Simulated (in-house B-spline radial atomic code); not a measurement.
Checks on a self-consistent run for the osmium ion Os⁵⁺, [Kr] 4d10 4f14 5s1 5p6 5d4. Method: Dirac-Hartree-Fock, average of configuration, Fermi nucleus of rms radius 5.4126 fm. Calculated with an all-electron radial atomic-structure program (B-spline basis).

```csv
orbital,q,ε (Eh),<1/r>,<r²>,small-component weight
1s1/2,2,-2734.92360,90.4055,0.000433466,0.082586
2s1/2,2,-483.52726,22.1024,0.00657835,0.018822
2p1/2,2,-462.05122,22.0212,0.00469634,0.018851
2p3/2,4,-405.66918,18.3042,0.00588714,0.016926
3s1/2,2,-116.78805,8.12799,0.0427329,0.0062528
3p1/2,2,-107.23714,8.02929,0.039221,0.006182
3p3/2,4,-94.76016,7.07039,0.0456665,0.0056372
3d3/2,4,-78.97083,6.94615,0.0353757,0.0054928
3d5/2,6,-76.29489,6.72231,0.0371439,0.0053409
4s1/2,2,-27.85385,3.39692,0.211018,0.0020451
4p1/2,2,-23.82211,3.2895,0.21666,0.0019589
4p3/2,4,-20.85790,2.97424,0.248798,0.0017696
4d3/2,4,-14.21069,2.7587,0.268738,0.0015672
4d5/2,6,-13.65266,2.68091,0.280902,0.001512
4f5/2,6,-5.16208,2.27806,0.357074,0.0011371
4f7/2,8,-5.05214,2.24703,0.366868,0.0011139
5s1/2,1,-6.38829,1.34624,1.12167,0.00048037
5p1/2,2,-4.89721,1.23068,1.31415,0.00041112
5p3/2,4,-4.39847,1.12335,1.51867,0.00035848
5d3/2,1.6,-2.63024,0.893258,2.34918,0.00023748
5d5/2,2.4,-2.57559,0.869793,2.45646,0.00022683
```

Electron-electron repulsion V_ee = 6236.6466 hartree.

Q: What total energy follows from the eigenvalues?

A: The eigenvalues count the repulsion twice, so E = Σqε - V_ee = -11025.523 - 6236.647 = -17262.169 hartree; the run printed -17262.169.

Q: Does the Dirac virial theorem hold?

A: For a point nucleus E = -2c²Σq·w, with w the small-component weight. Here Σq·w = 0.45948 and c = 137.0360, so the ratio E/(-2c²Σq·w) is 1.000301; the finite nucleus accounts for the departure from 1.

Q: What diamagnetic shielding (Lamb formula) and susceptibility (Langevin formula) do the radii give?

A: σ = (α²/3)Σq<1/r> = 566.842/(3·137.036²) = 10062 ppm, and χ = -0.79199×10⁻⁶·Σq<r²> = -23.7×10⁻⁶ cm³/mol with Σq<r²> = 29.925 bohr². Both are non-relativistic formulas without the paramagnetism of open shells; for so heavy an element the full relativistic shielding is larger by tens of per cent.
